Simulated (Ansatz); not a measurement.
Ligand exchange: LiCl + InH2(SH) → LiSH + InH2Cl

Gas-phase species: LiCl, singlet; InH2(SH), singlet; LiSH `[Li][SH]`, singlet; InH2Cl `[Cl][InH2]`, singlet. The partners trade Cl for SH: Li–Cl and In–SH bonds give way to Li–SH and In–Cl.

Shapes, held fixed at every level: PBE0-D4/def2-TZVP. Programs: Ansatz 0.2.0. The zero-point and thermal change to 298 K, harmonic and unscaled (PBE0-D4/def2-TZVP), is -2.7 kJ/mol.

```json
{"level": "HF/def2-SVP", "kind": "Hartree–Fock", "ΔH(298 K) (kJ/mol)": "+49.8", "less CCSD(T)/def2-TZVPP": "-3.0"}
{"level": "PBE-D4/def2-TZVPP", "kind": "GGA", "ΔH(298 K) (kJ/mol)": "+53.5", "less CCSD(T)/def2-TZVPP": "+0.7"}
{"level": "r2SCAN-D4/def2-TZVPP", "kind": "meta-GGA", "ΔH(298 K) (kJ/mol)": "+53.6", "less CCSD(T)/def2-TZVPP": "+0.8"}
{"level": "PBE0-D4/def2-TZVPP", "kind": "global hybrid", "ΔH(298 K) (kJ/mol)": "+53.7", "less CCSD(T)/def2-TZVPP": "+0.9"}
{"level": "r2SCAN0-D4/def2-TZVPP", "kind": "global hybrid", "ΔH(298 K) (kJ/mol)": "+53.9", "less CCSD(T)/def2-TZVPP": "+1.1"}
{"level": "wB97M-V/def2-TZVPP", "kind": "range-separated hybrid", "ΔH(298 K) (kJ/mol)": "+52.2", "less CCSD(T)/def2-TZVPP": "-0.6"}
{"level": "MP2/def2-TZVPP", "kind": "perturbation theory", "ΔH(298 K) (kJ/mol)": "+55.0", "less CCSD(T)/def2-TZVPP": "+2.2"}
{"level": "CCSD(T)/def2-TZVPP", "kind": "coupled cluster or CI", "ΔH(298 K) (kJ/mol)": "+52.8", "less CCSD(T)/def2-TZVPP": "0.0"}
```

The highest level, CCSD(T)/def2-TZVPP, gives ΔH(298 K) = +52.8 kJ/mol; the levels span +49.8 to +55.0. The column of differences is taken from that level and isn't an error. No measured value is set beside it here. For atoms past krypton def2 sets carry core potentials with scalar relativity. Outer-core shells of In, Li are correlated, in sets that cover them unevenly. Sets without diffuse functions underbind ionic bonds of s-block metals.
